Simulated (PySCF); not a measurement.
## Magnetic susceptibility: `C=C1C=COCC1`, C6H8O

Geometry:
```json
{"atom": "C1", "x (Å)": "-1.988", "y (Å)": "0.891", "z (Å)": "-0.061"}
{"atom": "C2", "x (Å)": "-0.739", "y (Å)": "0.455", "z (Å)": "0.079"}
{"atom": "C3", "x (Å)": "0.429", "y (Å)": "1.300", "z (Å)": "-0.074"}
{"atom": "C4", "x (Å)": "1.661", "y (Å)": "0.783", "z (Å)": "-0.073"}
{"atom": "O5", "x (Å)": "1.957", "y (Å)": "-0.536", "z (Å)": "-0.044"}
{"atom": "C6", "x (Å)": "0.856", "y (Å)": "-1.396", "z (Å)": "-0.280"}
{"atom": "C7", "x (Å)": "-0.399", "y (Å)": "-0.960", "z (Å)": "0.471"}
{"atom": "H8", "x (Å)": "-2.836", "y (Å)": "0.242", "z (Å)": "0.081"}
{"atom": "H9", "x (Å)": "-2.200", "y (Å)": "1.914", "z (Å)": "-0.319"}
{"atom": "H10", "x (Å)": "0.292", "y (Å)": "2.366", "z (Å)": "-0.154"}
{"atom": "H11", "x (Å)": "2.557", "y (Å)": "1.386", "z (Å)": "-0.109"}
{"atom": "H12", "x (Å)": "1.184", "y (Å)": "-2.390", "z (Å)": "0.029"}
{"atom": "H13", "x (Å)": "0.646", "y (Å)": "-1.409", "z (Å)": "-1.360"}
{"atom": "H14", "x (Å)": "-1.219", "y (Å)": "-1.643", "z (Å)": "0.246"}
{"atom": "H15", "x (Å)": "-0.205", "y (Å)": "-0.995", "z (Å)": "1.547"}
```

Computed, not measured: GIAO B3LYP/pcSseg-1 magnetisability, rotational g tensor and spin-rotation constants, non-relativistic, gas phase (PySCF 2.14.0). Geometry: GFN2-xTB.

(1) How diamagnetic is it, and how anisotropic?

(2) Split it along the inertial axes a, b, c into diamagnetic and paramagnetic parts about the centre of mass, with the quadrupole moment.

(3) And the rotational g tensor?

Results:

(1) Isotropic -957 × 10⁻³⁰ J/T², or -57.6 × 10⁻⁶ cm³/mol; principal values -1087, -927, -858 × 10⁻³⁰ J/T², anisotropy 203 × 10⁻³⁰ J/T² (root of half the summed squared differences of the principal values). The susceptibility is in cgs units.

(2) 
```
axis  χ (10⁻⁶ cm³/mol)  diamagnetic (10⁻⁶ cm³/mol)  paramagnetic (10⁻⁶ cm³/mol)  summed x² of all electrons (Å²)  quadrupole Θ (D Å)
   a             -55.6                      -333.7                        278.1                            116.6               -3.72
   b             -52.7                      -559.4                        506.6                             63.4               +7.38
   c             -64.6                      -763.7                        699.1                             15.2               -3.67
```
Anisotropies 2χaa − χbb − χcc = +6.1 and 2χbb − χaa − χcc = +14.7 × 10⁻⁶ cm³/mol. Θ is traceless in Buckingham's convention.

(3) 
```csv
axis,rotational constant (GHz),g,nuclear part,electronic part
a,5.2034,-0.0419,0.6379,-0.6798
b,2.5693,-0.0321,0.5795,-0.6115
c,1.8134,-0.0070,0.5886,-0.5956
```
Asymmetric top; isotopes 12C, 1H, 16O; no vibrational averaging.
